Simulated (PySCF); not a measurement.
Ga(Cl)(SH)2 (ClGaH2S2), SMILES [SH][Ga]([SH])[Cl]. Coordinates come from a PBE0-D3(BJ)/def2-SVP optimisation. Other conformers were not sampled.

Problem. Give the equilibrium geometry at PBE0-D3(BJ)/def2-SVP (PySCF confirms it by a frequency run) as a Z-matrix, and its point group. (Estimate from the structure and the level; the computed values follow.)

Solution. One answer among several that fit: point group C2v.
```
Ga
Cl 1 2.1391
S 1 2.1917 2 116.86
H 3 1.3517 1 93.92 2 180.00
S 1 2.1917 2 116.86 3 180.00
H 5 1.3517 1 93.92 2 -180.00
```
